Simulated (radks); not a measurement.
The silicon anion Si4-, [Ar], held by a Watson sphere: a shell of charge +4 at radius R that stands for the Madelung well of a crystal (potential energy -4/R inside, -4/r outside, in hartree with lengths in bohr). All-electron calculation, non-relativistic Kohn-Sham, LDA (Slater exchange, VWN5 correlation), spin-polarised, spherical densities, point nucleus. Program: a radial shooting solver on a logarithmic mesh with Libxc functionals. Response by self-consistent Sternheimer equations with the Hartree and adiabatic LDA kernel. The sphere does not respond.

R (bohr),e(2p) (eV),e(3s) (eV),e(3p) (eV),<r> 3p (bohr),sum of <r^2> (bohr^2),X-ray form factor at sin(theta)/lambda = 0.1 1/angstrom,alpha (bohr^3)
1.85,-93.959,-15.979,-8.281,2.313,49.74,14.986,30.23
1.93,-93.428,-15.653,-8.140,2.354,51.30,14.911,31.93
2.05,-92.843,-15.166,-7.918,2.417,53.72,14.795,34.73
2.82,-91.936,-12.417,-6.429,2.835,71.46,14.045,61.92
3.21,-92.065,-11.340,-5.736,3.050,81.54,13.690,83.50
3.45,-92.162,-10.780,-5.347,3.184,88.08,13.485,100.3
3.53,-92.192,-10.609,-5.224,3.228,90.32,13.420,106.5
3.91,-92.318,-9.899,-4.688,3.442,101.4,13.128,141.6
